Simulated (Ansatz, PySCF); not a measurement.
Gas-phase reaction (SMILES): Br[Si](Br)(Br)Br + [H][H] (H2) -> Br[SiH](Br)Br + Br (HBr); hydrogen cleaves one Si-Br bond, a model of a ligand-exchange step.

Structures are relaxed separately at B3LYP-D3(BJ)/def2-TZVP in Ansatz (a program for electronic structure). Cores are frozen in the correlated levels unless marked. No spin-orbit coupling. Frozen are the shells of the preceding noble gas and the d and f shells that filled before the atom's block. Non-relativistic. Basis-set limits of correlation are two-point, X^-3; Hartree-Fock from the larger set. Thermal terms are rigid-rotor harmonic-oscillator values from B3LYP-D3(BJ) frequencies (Ansatz or PySCF) at 298.15 K and 1 atm. 1 Eh = 627.5095 kcal/mol.

```csv
species,"E, CCSD(T)/CBS(def2-TZVPPD,def2-QZVPPD) (Ansatz) (Eh)","E, PBE/def2-TZVPD (Ansatz) (Eh)",H - E (Eh)
Br[Si](Br)(Br)Br,-10579.99808,-10584.63253,0.01367
[H][H] (H2),-1.17452,-1.16589,0.01336
Br[SiH](Br)Br,-8007.86566,-8011.40717,0.01941
Br (HBr),-2573.28305,-2574.36895,0.00927
```

Q: Work out ΔE and ΔH at 298.15 K at the first level, then ΔH at the second.

A: 
1. ΔE = [(-8007.86566) + (-2573.28305)] - [(-10579.99808) + (-1.17452)] = 0.02389 Eh = 15.0 kcal/mol at CCSD(T)/CBS(def2-TZVPPD,def2-QZVPPD).
2. The terms H - E add up to 0.00165 Eh, so ΔH = (0.02389 + (0.00165))×627.5095 = 16.0 kcal/mol.
3. At PBE/def2-TZVPD the same steps give ΔE = 14.0 and ΔH = 15.0 kcal/mol, a shift of -1.0 from the first level.
4. These values are not checked against measurement here, since the tables used lack a sound gas-phase enthalpy of formation for at least one species.
